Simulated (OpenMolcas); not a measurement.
An OpenMolcas run meant for Cs I (ANO-R2, X2C; inactive shells 1s 2s 2p 3s 3p 3d 4s 4p 4d 5s 5p; intended active space 1 electron in 9 orbitals (5d 6s 6p)). One step of its input:

```
&CASPT2
Multistate=1 1
Frozen=14 9
IPEA=1.5
Imaginary=0.1
MaxIter=60
WThr=0.0 0.3 0.05
PrWF=0.5
NoMix
```

The run finished. Its levels beside those of a sound run (SS-CASPT2, IPEA 0.25 Eh, imaginary shift 0.1 Eh (closed shells correlated: 5s 5p)), in cm⁻¹ above each run's lowest level:

| Level | This run | Usual run |
| --- | --- | --- |
| 6s ²S_1/2 | 0.0 | 0.0 |
| 6p ²P°_1/2 | 17964 | 18226 |
| 6p ²P°_3/2 | 18908 | 19170 |

Q: Which setting is unsound, and how much does it matter here?

A: The IPEA shift is far above its usual 0.25 hartree. Against the sound run the excited levels shown move by 260 cm-1 on average and by 260 cm-1 at most.

ANO sets are built for ground and valence states and can reach diffuse excited orbitals poorly. With one active electron, CASPT2 adds the correlation within the correlated inactive shells and between them and that electron, and leaves the splitting within a term as the reference gives it. The ANO-R sets hold no well-fitted valence p shell for this element, so s → p excitations can come out far too high. No level of 5d was computed, though it lies in the active space. Only configurations of the active space appear.

° marks odd parity.
